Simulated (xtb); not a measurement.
Al(F)(H)(SMe) (CH4AlFS), SMILES [F][AlH][S]C. All values are semi-empirical tight-binding results from xtb (GFN2-xTB unless named), good for trends rather than for accurate numbers. Geometry: GFN2-xTB. The values are those of a single conformer.

Optimised geometry:

Bonded distances (Å): Al1–F2 1.643, Al1–H3 1.521, Al1–S4 2.191, S4–C5 1.835, C5–H6 1.091, C5–H7 1.085, C5–H8 1.085. Bond angles (°): F2–Al1–H3 117.0, F2–Al1–S4 124.7, H3–Al1–S4 118.3, Al1–S4–C5 97.0, S4–C5–H6 110.5, S4–C5–H7 108.0, S4–C5–H8 108.0, H6–C5–H7 110.1, H6–C5–H8 110.1, H7–C5–H8 110.0.
Charge 0, spin multiplicity 1.

For metal compounds this method's bond lengths and energies can be far off.

**Question.** Estimate the properties. (An estimate is asked for; the answer gives what the named calculation found.)

**Answer.** 
```
Quantity                                      Result
-------------------------------------  -------------
point group as xtb finds it                       Cs
orbital gap                                  3.71 eV
zero-point energy                      29.5 kcal/mol
G − E(el) at 298.15 K (modified RRHO)  10.2 kcal/mol
```

**Question.** Give the atomic charges and the Wiberg bond orders between heavy atoms. (The exact figures need the calculation; the answer reports its results.)

**Answer.** charges (e) Al1 0.46, F2 -0.25, H3 -0.13, S4 -0.23, C5 -0.06, H6 0.07, H7 0.07, H8 0.07. Bond orders Al1–F2 1.27, Al1–S4 1.23, S4–C5 0.97.
